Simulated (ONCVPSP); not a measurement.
**What the settings do to the ONCV potential of Ag (Z = 47)**

Base potential:

| Quantity | Value |
| --- | --- |
| Element | Ag |
| Generator | ONCVPSP 4.0.1 |
| Type | optimised norm-conserving Vanderbilt (ONCV) |
| Functional | PBE |
| Relativity | scalar-relativistic |
| Frozen core | [Ar] 3d10 |
| Valence charge | 19 |
| Reference configuration | 4s2 4p6 4d10 5s1 |
| Partial waves | 4s+5s: rc 1.55 bohr, ncon 4, nbas 7, qcut 6.4 1/bohr, 3 projectors, debl 1.1 Ha; 4p: rc 1.00 bohr, ncon 4, nbas 8, qcut 7 1/bohr, 2 projectors, debl 3.9 Ha; 4d: rc 1.30 bohr, ncon 5, nbas 9, qcut 6.9 1/bohr, 2 projectors, debl 2.8 Ha |
| Local potential | polynomial inside 0.80 bohr (lpopt 5, dvloc0 0 Ha) |
| Core correction | Teter function, fcfact 2.5, rcfact 1.75 |

Cutoffs, loose and tight: the cutoffs (Ha) at which the residual kinetic energy of the hardest occupied pseudo-wave falls to 1 and 0.1 mHa per electron. They do not see the model core or the augmentation charge, which bear on the density cutoff. Test errors are all-electron minus pseudo excitation energies from the reference, over the configurations 4s2 4p6 4d10 5s0; 4s2 4p6 4d9 5s0; 4s2 4p6 4d8 5s0; 4s2 4p6 4d10 5s0 5p1. A dash means not determined; rows that change the core or the reference have their own tests.

A true bound ghost makes a file unfit for plane-wave use even where its test errors are small: the radial tests pick states by their node count and pass the ghost by.

```tsv
change	outcome	cutoff, loose	cutoff, tight	bound ghosts	GHOST(+) flags above zero	largest test error (meV)
base	generated	177 Ha	210 Ha	none	s	-8.2
s: qcut 4.9	generated	177 Ha	210 Ha	s	s	-8.2
s: rc 1.24	generated	177 Ha	210 Ha	s	s	-8.1
core [Kr], valence charge 11; reference 4d9 5s2; waves now 5s: rc 2.40 bohr, ncon 4, nbas 7, qcut 2.6 1/bohr, 2 projectors, debl 1.6 Ha; p scattering state at 0.03 Ha: rc 2.25 bohr, ncon 4, nbas 8, qcut 3.2 1/bohr, 1 projector; 4d: rc 1.65 bohr, ncon 4, nbas 8, qcut 7.5 1/bohr, 2 projectors, debl 0.5 Ha; local potential polynomial inside 1.15 bohr (lpopt 5, dvloc0 2 Ha)	generated	25 Ha	37 Ha	s, p	none	-165
local potential polynomial inside 0.90 bohr (lpopt 2, dvloc0 0 Ha)	generated	177 Ha	210 Ha	none	s	-7.1
```
